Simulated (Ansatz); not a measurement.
Problem. Name a neutral molecule of C, Zn and H with HOMO–LUMO gap (ωB97M-V/def2-TZVPP) between 9.95 and 10.25 eV and size of the dipole moment (ωB97M-V/def2-TZVPP) between 0.65 and 0.95 D (Ansatz, PBE0-D4/def2-TZVP geometry).

Solution. `CC[CH2][ZnH]` (10.15 eV, 0.70 D). Other molecules can fit too; these were computed, each in one conformer that needn't be the lowest.
